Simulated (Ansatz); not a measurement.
Consider the formal hydrolysis of the Si–Cl bond: `Cl[SiH](Cl)[GeH3]` + H₂O → `O[SiH](Cl)[GeH3]` + HCl.

Gas-phase electronic energies from Ansatz, PBE0-D4/def2-TZVP geometries. CCSD(T)/CBS adds triple-zeta CCSD(T) − MP2 to the extrapolated MP2 energy (def2 sets, frozen cores). This one scheme is used for every species. Functionals use def2-TZVPP. B3LYP here is the variant with VWN-RPA as its local correlation; programs differ in this. For Ge outer-core shells are correlated without core-valence functions, which leaves a few kJ/mol of doubt a bond. Scalar relativity is left out up to krypton. One conformer a species, not always the lowest.

Problem. Is it downhill or uphill in electronic energy at CCSD(T)/CBS, and by how much? (Estimate.)

Solution. The calculation gave: Nearly level: ΔE = +2.2 kJ/mol.

Problem. What do these levels give: B3LYP-D4, ωB97X-V, ωB97M-V, PBE, r2SCAN, PBE0, B3LYP, HF/def2-TZVPP, CCSD/def2-TZVPP, MP2/def2-QZVPP, SCS-MP2/def2-QZVPP, MP2/CBS(def2)? (An estimate is asked.)

Solution. Computed: B3LYP-D4 -1.6, ωB97X-V -1.3, ωB97M-V -0.4, PBE 2.9, r2SCAN -1.3, PBE0 3.3, B3LYP -5.1, HF/def2-TZVPP -7.8, CCSD/def2-TZVPP -4.9, MP2/def2-QZVPP 4.3, SCS-MP2/def2-QZVPP 0.4, MP2/CBS(def2) 6.9 kJ/mol.

Largest T1 diagnostic among the species: 0.012.

The D4 term adds +3.5 kJ/mol with B3LYP and +1.8 kJ/mol with PBE0; it sums over pairs of atoms, weighted by their polarisabilities, and B3LYP, whose exchange is more repulsive, gets the larger term. In def2-TZVPP, CCSD(T) changes the Hartree–Fock value by +4.2 kJ/mol (the triples alone add +1.2 kJ/mol) and MP2 by +8.8 kJ/mol.
